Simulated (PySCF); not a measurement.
ditellurium (Te₂), triplet, geometry from GFN2-xTB (core potentials on Te), with bond 2-1 at 2.0 times its length. Base run: B3LYP/def2-SVP (PySCF).

PySCF was given this input:
```python
from pyscf import gto, scf, dft

mol = gto.M(
    atom='''
Te   -0.000000   -0.000000   -1.300999
Te    0.000000    0.000000    3.902997
''',
    basis='def2-svp',
    ecp={'Te': 'def2-svp'},
    charge=0,
    spin=2,
    verbose=4,
)

mf = dft.UKS(mol)
mf.xc = 'b3lyp'
mf.kernel()
mf.analyze()
```

The base run was repeated with changes; each row names its change, and settings that it needs were set with it.

```json
[
 {"change": "base", "ΔE vs base (mEh)": "0.000", "SCF cycles": "10", "<S^2>": "2.003", "outcome": "converged"},
 {"change": "damp = 0.5; diis_start_cycle = 5", "ΔE vs base (mEh)": "11.286", "SCF cycles": "11", "<S^2>": "2.003", "outcome": "another SCF solution"},
 {"change": "conv_tol_grad = 1e-7", "ΔE vs base (mEh)": "-", "SCF cycles": "50", "<S^2>": "-", "outcome": "not converged"},
 {"change": "init_guess = vsap", "ΔE vs base (mEh)": "-", "SCF cycles": "-", "<S^2>": "-", "outcome": "input refused"},
 {"change": "DIIS = ADIIS", "ΔE vs base (mEh)": "-30.872", "SCF cycles": "35", "<S^2>": "2.987", "outcome": "another SCF solution"},
 {"change": "level_shift = 0.3 (with mf.max_cycle = 100)", "ΔE vs base (mEh)": "16.098", "SCF cycles": "10", "<S^2>": "2.002", "outcome": "another SCF solution"},
 {"change": "diis = off (with mf.max_cycle = 100)", "ΔE vs base (mEh)": "-", "SCF cycles": "100", "<S^2>": "-", "outcome": "not converged"},
 {"change": "conv_tol = 1e-12", "ΔE vs base (mEh)": "0.000", "SCF cycles": "17", "<S^2>": "2.003", "outcome": "converged"},
 {"change": "conv_tol = 1e-4", "ΔE vs base (mEh)": "0.009", "SCF cycles": "5", "<S^2>": "2.003", "outcome": "converged"},
 {"change": "level_shift = 0.5 (with mf.max_cycle = 100)", "ΔE vs base (mEh)": "16.098", "SCF cycles": "13", "<S^2>": "2.002", "outcome": "another SCF solution"},
 {"change": "init_guess = atom", "ΔE vs base (mEh)": "16.098", "SCF cycles": "9", "<S^2>": "2.002", "outcome": "another SCF solution"},
 {"change": "conv_tol_grad = 1e-3", "ΔE vs base (mEh)": "0.000", "SCF cycles": "10", "<S^2>": "2.003", "outcome": "converged"},
 {"change": "diis = off; damp = 0.3 (with mf.diis_start_cycle = 200; with mf.max_cycle = 150)", "ΔE vs base (mEh)": "-", "SCF cycles": "150", "<S^2>": "-", "outcome": "not converged"}
]
```

A guess, shift, damping, solver or small numerical setting can't move a converged solution much, so rows marked as another SCF solution ended in a different state.

Open shells are given as the SCF converged; they aren't shown to be the lowest states, and a large step between rows can be another state.

- init_guess = vsap: ended with `AssertionError: ECP or PP not supported`
